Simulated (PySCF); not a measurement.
# FeCl at PBE0

Level: PBE0. Fe x2c-TZVPPall, Cl x2c-TZVPPall; spin-free X2C with a Gaussian nucleus (PySCF 2.14).

| Item | Value |
| --- | --- |
| state | ⁶Σ⁺ (sextet), unpaired electrons σ ↑, π ↑↑, δ ↑↑, a second solution, started from another occupation |
| bond length | 2.177 Å |
| harmonic wavenumber | 383 cm⁻¹ |
| force constant | 1.86 mdyn/Å |
| rotational constant Be | 0.1653 cm⁻¹ |
| anharmonicity ωexe | 1.42 cm⁻¹ |
| vibration–rotation constant αe | 0.000911 cm⁻¹ |
| bond order (Mayer) | 1.07 |
| dipole moment (positive dipole means Fe(−)Cl(+)) | -2.44 D |

De is left out where the level can put another filling of the metal’s s and d shells below the measured ground configuration, by anything from nothing to about 1 eV.
